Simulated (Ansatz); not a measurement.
Input file for Ansatz (an electronic-structure program): R-CCSD(T)/aug-cc-pVDZ on H2Se (SMILES [SeH2]) with ghost functions. The run froze 14 orbitals, filled d shells among them.

Ansatz 0.2 input:
```yaml
crystal:
  periodic: [false, false, false]
  atoms:
    - {symbol: Se, position_ang: [-0.27781864, 0.02855313, 3.11045224]}
    - {symbol: H, position_ang: [-0.57845609, -1.41058879, 3.11995163]}
    - {symbol: H, position_ang: [1.16691500, -0.23415161, 3.18440845]}
basis:
  gaussian:
    orbitals: aug-cc-pVDZ
    ghost_atoms:
      - {symbol: O, position_ang: [0.76179544, 0.75362911, -0.39754174]}
      - {symbol: C, position_ang: [-0.14043988, 0.02530428, -0.41792510]}
      - {symbol: O, position_ang: [-1.04047856, -0.70477047, -0.46225447]}
magnetization: {spin_polarized: false}
correlation: {method: ccsd_t, electrons: outside_noble_gas}
scf: {lower_state_search: off}
```

The log:

```
WARN ansatz: RAYON_NUM_THREADS=1 ignored (pool sized by the plan → 1); use --threads N
Functional definition: HF
these checks for a lower state are left out or cut short: stability, starts, cluster_reference, orbital_swaps, neighbouring_geometries, increment
integrals: 0.20 GiB planned
962 factors; integrals over basis functions are off by at most 1.1e-3 eV
mean field: 0.31 GiB planned
mean field evaluation 1: about -65333.3780 eV, gradient 9.5e0 eV
mean field evaluation 2: about -65333.3791 eV, gradient 9.5e0 eV
mean field evaluation 4: about -65333.8447 eV, gradient 1.1e0 eV
mean field evaluation 8: about -65333.8538 eV, gradient 3.4e-4 eV
mean field -65333.85382027 eV, -2400.9748430181 hartree, gradient 1.4e-6 eV, S^2 0.000000; 0 other end points of the search recorded, 0 dependent functions left out
14 core orbitals not correlated
reference -65333.85382027 eV, -2400.9748430181 hartree; 4, 4 occupied and 105, 105 virtual orbitals, 962 factors
second order -3.72320696 eV of doubles, -0.00000000 eV of singles
coupled cluster: 0.50 GiB planned
cycle   1  -4.17116423 eV  change   -4.5e-1 eV  update   5.0e-2
cycle   2  -4.31896521 eV  change   -1.5e-1 eV  update   1.7e-2
cycle   3  -4.32837282 eV  change   -9.4e-3 eV  update   4.0e-3
cycle   4  -4.32798594 eV  change    3.9e-4 eV  update   1.2e-3
cycle   5  -4.32768951 eV  change    3.0e-4 eV  update   3.7e-4
cycle   6  -4.32764070 eV  change    4.9e-5 eV  update   1.3e-4
cycle   7  -4.32764498 eV  change   -4.3e-6 eV  update   4.6e-5
cycle   8  -4.32764928 eV  change   -4.3e-6 eV  update   1.4e-5
cycle   9  -4.32764816 eV  change    1.1e-6 eV  update   4.1e-6
perturbative correction -0.11802528 eV, -0.0043373490 hartree
Total energy: -65338.29949371 eV, -2401.1382185036 hartree
Checks for a lower state left out: stability, starts, cluster_reference, orbital_swaps, neighbouring_geometries, increment
```

Self-consistency was reached.

Cost: around 5 core-seconds (rough).
